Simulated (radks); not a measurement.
Valence configurations of Tl. All-electron calculation, non-relativistic Kohn-Sham, PBE, spin-unpolarised, spherical densities, point nucleus; relativity is left out, which matters for an element this heavy. Program: a radial shooting solver on a logarithmic mesh with Libxc functionals. Energies are relative to [Hg] 6p1; eigenvalues in eV.

| valence | E (eV) | e(4f) | e(5d) | e(6p) | e(6s) |
|---|---|---|---|---|---|
| [Hg] 6p1 | 0.000 | -131.20 | -18.241 | -2.580 | -7.491 |
| [Xe] 4f14 5d9 6s2 6p2 | 17.458 | -137.36 | -22.905 | -3.664 | -9.291 |
| [Xe] 4f13 5d10 6s2 6p2 | 137.83 | -150.84 | -24.492 | -3.679 | -9.378 |
| [Xe] 4f14 5d7 6s2 6p4 | 62.946 | -149.71 | -31.827 | -5.609 | -12.452 |
| [Xe] 4f12 5d9 6s2 6p4 | 322.60 | -177.58 | -35.600 | -5.687 | -12.713 |
| [Xe] 4f13.5 5d10 6s2 6p1.5 | 66.599 | -140.94 | -21.349 | -3.140 | -8.454 |
| [Xe] 4f14 5d10 6s1 6p2 | 5.022 | -132.61 | -19.591 | -3.192 | -8.317 |
| [Xe] 4f14 5d9.5 6s1.5 6p2 | 10.947 | -134.96 | -21.238 | -3.426 | -8.804 |
| [Xe] 4f13.5 5d9 6s2 6p2.5 | 86.622 | -147.17 | -26.008 | -4.182 | -10.175 |
| [Xe] 4f14 5d8.5 6s1.5 6p3 | 30.515 | -141.04 | -25.740 | -4.424 | -10.455 |

NIST lists [Hg] 6p1 as the ground configuration; this level of theory agrees among the configurations tried. The energies are those of spherical spin-averaged densities, not of single terms. Relativity is left out, which favours d and f over s occupation in heavy atoms.
